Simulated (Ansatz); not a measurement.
Mulliken charges of C2H6TeZn, SMILES `[CH3][Zn][Te]C` from r2SCAN/def2-TZVPP in Ansatz (PBE0-D4/def2-TZVP geometry).

```csv
atom,x (Å),y (Å),z (Å),charge (e)
C1,-0.792,2.119,-1.273,-0.374
Zn2,0.440,0.795,-0.557,0.254
Te3,2.024,-0.894,0.357,-0.099
C4,0.526,-2.130,1.308,-0.349
H5,-1.383,1.696,-2.088,0.078
H6,-1.474,2.469,-0.496,0.077
H7,-0.241,2.980,-1.658,0.077
H8,1.068,-2.950,1.775,0.114
H9,-0.004,-1.562,2.067,0.111
H10,-0.164,-2.524,0.566,0.111
```

Problem. By hand: the dipole of these point charges (1 e Å = 4.8032 D).

Solution. Σ q r = (-0.113, 0.003, 0.009) e Å, of length 0.113 e Å = 0.54 D.

Problem. How does the dipole of the full density compare? (An estimate is asked.)

Solution. Ansatz gave: (-0.306, 0.020, 0.020) e Å, 1.48 D; the point charges give 0.36 times that, at 2° from its direction.

Point charges leave out the atoms' own dipoles, such as those of lone pairs, and Mulliken's split depends on the basis, so the two needn't agree.
